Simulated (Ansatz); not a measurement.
Two isomers of C2H5NSi: A = `N#CC[SiH3]`, B = `C[SiH2]C#N`.

Isolated molecules relaxed with PBE0-D4/def2-TZVP in Ansatz; ΔE leaves out vibrations. CBS: MP2 limit from def2 TZ/QZ plus the TZ coupled-cluster correction, frozen cores. DFT in def2-TZVPP. B3LYP here is the variant with VWN-RPA as its local correlation; programs differ in this.

A:

```xyz
9

N    -1.329   -1.098    2.097
C    -1.056   -0.399    1.225
C    -0.671    0.449    0.122
Si    0.963   -0.119   -0.666
H    -0.562    1.479    0.473
H    -1.458    0.442   -0.638
H     1.270    0.811   -1.782
H     2.039   -0.068    0.351
H     0.803   -1.499   -1.181
```

B:

```xyz
9

C    -1.1405   -0.5321    0.0555
Si    0.6606   -0.1595    0.3238
C     1.1175    1.3359   -0.6744
N     1.3789    2.2659   -1.3021
H    -1.3401   -0.7337   -0.9985
H    -1.7598    0.3102    0.3694
H    -1.4330   -1.4103    0.6359
H     1.5456   -1.2523   -0.1429
H     0.9707    0.1760    1.7333
```

Question: Which is lower in electronic energy at CCSD(T)/CBS, and by how much? (Best estimate.)

Answer: The calculation gave: B, by 59.3 kJ/mol.

Question: Give E(B) − E(A) in kJ/mol with CCSD(T)/def2-TZVPP, LDA (SPW92), ωB97M-V, HF/def2-TZVPP, r2SCAN-D4, CCSD/def2-TZVPP, B3LYP-D4. (Best estimate.)

Answer: The calculation gave: CCSD(T)/def2-TZVPP -57.6, LDA (SPW92) -42.6, ωB97M-V -57.2, HF/def2-TZVPP -55.6, r2SCAN-D4 -55.0, CCSD/def2-TZVPP -57.3, B3LYP-D4 -54.0. None reverses the order clearly.

Question: Does the order hold for the free energy at 298.15 K (harmonic terms from PBE0-D4)? (Best estimate.)

Answer: Ansatz gave: Yes: G(B) − G(A) = -56.5 kJ/mol.

Largest T1 diagnostic: 0.013.

Leaving LDA and LC-ωPBE aside and taking each functional with its dispersion term where it has one, the values, not all of them listed here, spread over 7.2 kJ/mol, from ωB97M-V to PBE-D4. LDA lies +7.8 kJ/mol from PBE without D4. At CCSD(T), def2-SVP lies +11.9 kJ/mol from the extrapolated value and def2-TZVPP +1.7 kJ/mol.
